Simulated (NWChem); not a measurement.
Species: HfH4S2; SMILES [SH][HfH2][SH]

```xyz
7

Hf    -0.4037     0.0022     0.0088
H     -1.5185     0.0455     1.4720
H     -1.4410    -0.0369    -1.5134
S      0.9457    -2.0089     0.0419
H      0.4383    -2.2545    -1.1975
S      0.8984     2.0524    -0.0013
H      2.0795     1.3894    -0.0456
```
Atoms are numbered in this order, from 1.

Geometry: optimised at PBE0/def2-SVP. def2 effective core potentials on Hf; no spin-orbit coupling.

Question: List the 4 lowest vertical singlet excitations from PBE0/def2-SVP with def2 effective core potentials on Hf, TDA (NWChem).

Answer: 
| state | energy (eV) | oscillator strength | leading excitation (squared amplitude) |
|---|---|---|---|
| S1 | 4.37 | 0.002 | HOMO → LUMO (0.57) |
| S2 | 4.57 | 0.004 | HOMO−2 → LUMO (0.34) |
| S3 | 4.69 | 0.001 | HOMO−1 → LUMO (0.32) |
| S4 | 4.78 | 0.004 | HOMO → LUMO+1 (0.34) |
